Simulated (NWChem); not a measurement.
## Plane-wave run on Si (space group Fd-3m)

```xyz
2
Lattice="0.0000 2.7150 2.7150 2.7150 0.0000 2.7150 2.7150 2.7150 0.0000" Properties=species:S:1:pos:R:3 pbc="T T T"
Si     0.0000     0.0000     0.0000
Si     1.3575     1.3575     1.3575
```

The numbers come from NWChem runs, not from measurements. Origin of the cell: lattice from a package's table, not relaxed.

Norm-conserving pseudopotentials with valence charges Si 4, fixed occupations, no spin-orbit coupling, density cut at twice the wavefunction cutoff.

Level: PBE, Troullier-Martins, cutoff 15 Ha, density from a 4×4×4 mesh. Bands run along Γ–X–U|K–Γ–L–W–X with k in units of the cell's reciprocal vectors.

### Question
Give the band energies at the labelled points, in eV from the valence-band top.

### Answer
| point | k | band 1 | band 2 | band 3 | band 4 | band 5 | band 6 |
|---|---|---|---|---|---|---|---|
| Γ | 0.000 0.000 0.000 | -11.97 | 0.00 | 0.00 | 0.00 | 2.57 | 2.58 |
| X | 0.500 0.000 0.500 | -7.83 | -7.82 | -2.85 | -2.84 | 0.74 | 0.74 |
| U | 0.625 0.250 0.625 | -8.24 | -7.23 | -4.28 | -2.42 | 1.23 | 4.15 |
| K | 0.375 0.375 0.750 | -8.24 | -7.23 | -4.28 | -2.42 | 1.23 | 4.15 |
| L | 0.500 0.500 0.500 | -9.64 | -6.96 | -1.20 | -1.20 | 1.49 | 3.36 |
| W | 0.500 0.250 0.750 | -7.67 | -7.66 | -3.83 | -3.83 | 4.30 | 4.30 |
Bands up to 4 are filled.
